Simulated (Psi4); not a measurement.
F2 (SMILES FF), singlet, at a GFN2-xTB geometry; MP2/6-31G* (Psi4).

Input for Psi4:
```
memory 2 GB

molecule mol {
0 1
  F    -0.000000   -0.000000   -0.701582
  F     0.000000    0.000000    0.701582
}

set basis 6-31g*
set reference rhf
set freeze_core true
set mp2_type conv
set scf_type pk
set puream true
set d_convergence 1e-8

energy('mp2')
print_variables()
```

Question: Write the output that Psi4 gives for this input, abridged.

Answer: 
```
   => Loading Basis Set <=

    Name: 6-31G*
    Role: ORBITAL
    Keyword: BASIS

         ---------------------------------------------------------
                                   SCF
               by Justin Turney, Rob Parrish, Andy Simmonett
                          and Daniel G. A. Smith
                              RHF Reference
         ---------------------------------------------------------

  ==> Geometry <==

    Molecular point group: d2h
    Full point group: D_inf_h

    Geometry (in Angstrom), charge = 0, multiplicity = 1:

       Center              X                  Y                   Z               Mass
    ------------   -----------------  -----------------  -----------------  -----------------
         F            0.000000000000     0.000000000000    -0.701582000000    18.998403162730
         F            0.000000000000     0.000000000000     0.701582000000    18.998403162730

  Running in d2h symmetry.

  Rotational constants: A = ************  B =      0.90135  C =      0.90135 [cm^-1]
  Rotational constants: A = ************  B =  27021.73483  C =  27021.73483 [MHz]
  Nuclear repulsion =   30.547643799491720

  Charge       = 0
  Multiplicity = 1
  Electrons    = 18
  Nalpha       = 9
  Nbeta        = 9

  ==> Algorithm <==

  SCF Algorithm Type is PK.
  DIIS enabled.
  MOM disabled.
  Fractional occupation disabled.
  Guess Type is SAD.
  Energy threshold   = 1.00e-08
  Density threshold  = 1.00e-08
  Integral threshold = 1.00e-12

  ==> Primary Basis <==

  Basis Set: 6-31G*
    Blend: 6-31G*
    Number of shells: 12
    Number of basis functions: 28
    Number of Cartesian functions: 30
    Spherical Harmonics?: true
    Max angular momentum: 2

  ==> Integral Setup <==

  Using in-core PK algorithm.
   Calculation information:
      Number of atoms:                   2
      Number of AO shells:              12
      Number of primitives:             30
      Number of atomic orbitals:        30
      Number of basis functions:        28

      Integral cutoff                 1.00e-12
      Number of threads:                 1

  Performing in-core PK
  Using 165242 doubles for integral storage.
  We computed 3003 shell quartets total.
  Whereas there are 3081 unique shell quartets.

  ==> DiskJK: Disk-Based J/K Matrices <==

    J tasked:                  Yes
    K tasked:                  Yes
    wK tasked:                  No
    Schwarz Cutoff:          1E-12

  Minimum eigenvalue in the overlap matrix is 4.1239413504E-02.
  Reciprocal condition number of the overlap matrix is 1.7350722673E-02.
    Using symmetric orthogonalization.

  ==> Pre-Iterations <==

  SCF Guess: Superposition of Atomic Densities via on-the-fly atomic UHF (no occupation information).

   -------------------------
    Irrep   Nso     Nmo
   -------------------------
     Ag         7       7
     B1g        1       1
     B2g        3       3
     B3g        3       3
     Au         1       1
     B1u        7       7
     B2u        3       3
     B3u        3       3
   -------------------------
    Total      28      28
   -------------------------

  ==> Iterations <==

                        Total Energy        Delta E     RMS |[F,P]|

   @RHF iter SAD:  -198.04334583146601   -1.98043e+02   0.00000e+00
   @RHF iter   1:  -198.64870468216355   -6.05359e-01   2.03306e-02 DIIS/ADIIS
   @RHF iter   2:  -198.66938531415985   -2.06806e-02   5.24800e-03 DIIS/ADIIS
   @RHF iter   3:  -198.67061431449699   -1.22900e-03   1.20247e-03 DIIS/ADIIS
   @RHF iter   4:  -198.67071430353354   -9.99890e-05   2.84165e-04 DIIS/ADIIS
   @RHF iter   5:  -198.67072009851236   -5.79498e-06   4.03042e-05 DIIS
   @RHF iter   6:  -198.67072022104708   -1.22535e-07   2.12296e-06 DIIS
   @RHF iter   7:  -198.67072022133880   -2.91720e-10   2.44631e-07 DIIS
   @RHF iter   8:  -198.67072022134306   -4.26326e-12   1.29500e-08 DIIS
   @RHF iter   9:  -198.67072022134312   -5.68434e-14   9.77718e-10 DIIS
[...]
  @RHF Final Energy:  -198.67072022134312
    Total Energy =                       -198.6707202213431174
  DIE_IF_NOT_CONVERGED          => (empty)
[...]
  PE                            => (empty)
  PRINT                         => (empty)
  PRINT_NOONS                   => (empty)
  PROPERTIES                    => (empty)
  PROPERTIES_ORIGIN             => (empty)
  PUREAM                        => TRUE            !
  QC_MODULE                     => (empty)
  RAS1                          => (empty)
  RAS2                          => (empty)
  RAS3                          => (empty)
  RAS4                          => (empty)
  RELATIVISTIC                  => (empty)
  RELAXED                       => (empty)
  REMP_A                        => (empty)
  RESTRICTED_DOCC               => (empty)
  RESTRICTED_UOCC               => (empty)
  RMS_MOGRAD_CONVERGENCE        => (empty)
  R_CONVERGENCE                 => (empty)
  SCF_TYPE                      => PK              !
  SCREENING                     => (empty)
  SCS_TYPE                      => (empty)
  SOCC                          => (empty)
  SOS_TYPE                      => (empty)
  SPIN_SCALE_TYPE               => NONE            !
  SS_SCALE                      => (empty)
  SYMMETRIZE                    => (empty)
  TPDM_ABCD_TYPE                => (empty)
  WFN                           => (empty)
  WFN_TYPE                      => OMP2            !
  WRITER_FILE_LABEL             => (empty)
  ZORA_BASIS_TOLERANCE          => (empty)
  ZORA_NR_DEBUG                 => (empty)
  ZORA_PRUNING_SCHEME           => (empty)
  ZORA_RADIAL_POINTS            => (empty)
  ZORA_SPHERICAL_POINTS         => (empty)

 ==============================================================================
 ==============================================================================
 ==============================================================================

                             MP2
                    Program Written by Ugur Bozkaya,
              Additional Contributions by J. P. Misiewicz

 ==============================================================================
 ==============================================================================
 ==============================================================================

	MO spaces per irreps...

	IRREP   FC    OCC   VIR  FV
	==============================
	  Ag     1     2     4    0
	 B1g     0     0     1    0
	 B2g     0     1     2    0
	 B3g     0     1     2    0
	  Au     0     0     1    0
	 B1u     1     1     5    0
	 B2u     0     1     2    0
	 B3u     0     1     2    0
	==============================

	Cost of iabc is      0 MB
	Cost of abcd is      0 MB
	Switching to the incore algorithm for iabc..
	Switching to the incore algorithm for abcd..

	Computing MP2 energy using SCF MOs (Canonical MP2)...
	==============================================================================
	Nuclear Repulsion Energy (a.u.)    :    30.54764379949172
	SCF Energy (a.u.)                  :  -198.67072022134312
	REF Energy (a.u.)                  :  -198.67072022134312
	Alpha-Alpha Contribution (a.u.)    :    -0.04782549337202
	Alpha-Beta Contribution (a.u.)     :    -0.26306479027978
	Beta-Beta Contribution (a.u.)      :    -0.04782549337202
	Scaled_SS Correlation Energy (a.u.):    -0.03188366224801
	Scaled_OS Correlation Energy (a.u.):    -0.31567774833573
	SCS-MP2 Total Energy (a.u.)        :  -199.01828163192684
	SOS-MP2 Total Energy (a.u.)        :  -198.98639796967885
	SCSN-MP2 Total Energy (a.u.)       :  -198.83906595801261
	SCS-MP2-VDW Total Energy (a.u.)    :  -199.05526864627322
	SOS-PI-MP2 Total Energy (a.u.)     :  -199.03901092773481
	MP2 Correlation Energy (a.u.)      :    -0.35871577702381
	MP2 Total Energy (a.u.)            :  -199.02943599836692
	==============================================================================

  Variable Map:
  ----------------------------------------------------------------------------
[...]
  Array Variable Map:
  ----------------------------------------------------------------------------
[...]
[...]
```
